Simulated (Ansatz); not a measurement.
Frontier orbitals of `[InH2][B]1CN1`.

```xyz
9

In   -0.360   -2.088   -0.384
B     0.114    0.039    0.010
C    -0.304    1.546    0.274
N     1.038    1.001    0.202
H    -0.563   -2.698   -1.990
H    -0.614   -3.223    0.896
H    -0.622    2.190   -0.545
H    -0.657    1.866    1.253
H     1.967    1.368    0.285
```

Total charge 0; spin multiplicity 1. Correlated methods include outer-core shells of In, which these sets cover unevenly. In takes the def2 core potential. All single points use the PBE0-D4/def2-TZVP geometry. Basis def2-TZVPP, Ansatz 0.2.0.

```
             functional  HOMO (eV)  LUMO (eV)  gap (eV)
                    PBE      -6.02      -2.44      3.58
                 r2SCAN      -6.22      -2.18      4.04
                 B97M-V      -6.27      -2.45      3.82
                   PBE0      -7.12      -1.74      5.38
HSE06 (plane-wave form)      -6.72      -2.09      4.63
                  BHLYP      -8.12      -1.12      7.00
                LC-ωPBE      -9.73       0.15      9.88
                ωB97X-V      -9.37       0.01      9.38
                ωB97M-V      -9.23      -0.29      8.94
```

From PBE to PBE0 the HOMO moves by −1.10 eV and the LUMO by +0.71 eV, and with ωB97M-V by −3.21 and +2.16 eV, so the gap grows from 3.57 to 8.94 eV with exact exchange.

LC-ωPBE has ω = 0.4 bohr⁻¹.
